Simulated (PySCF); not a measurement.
## C²⁺ (carbon, charge +2) across methods

[He] 2s2, closed-shell 1S. Computed with PySCF 2.14 in aug-cc-pVQZ-DK (6s5p4d3f2g, 80 functions), with scalar relativity by spin-free X2C-1e.

```
 method  E (hartree)  mean ε 1s (eV)  mean ε 2s (eV)  Σ⟨r²⟩ (bohr²)   ⟨S²⟩
   BP86     -36.5224         -308.77         -40.463          4.560  0.000
   PW91     -36.5029         -308.76         -40.432          4.570  0.000
 r2SCAN     -36.5021         -312.34         -40.680          4.591  0.000
    UHF    -36.42355         -344.36         -46.117          4.620  0.000
  M06-L     -36.5296         -312.51         -40.819          4.533  0.000
    LDA     -36.1443         -305.84         -40.170          4.607  0.000
   PBE0     -36.4865         -317.54         -42.052          4.572  0.000
r2SCANh     -36.5038         -315.59         -41.295          4.591  0.000
    PBE     -36.4759         -308.38         -40.371          4.570  0.000
```
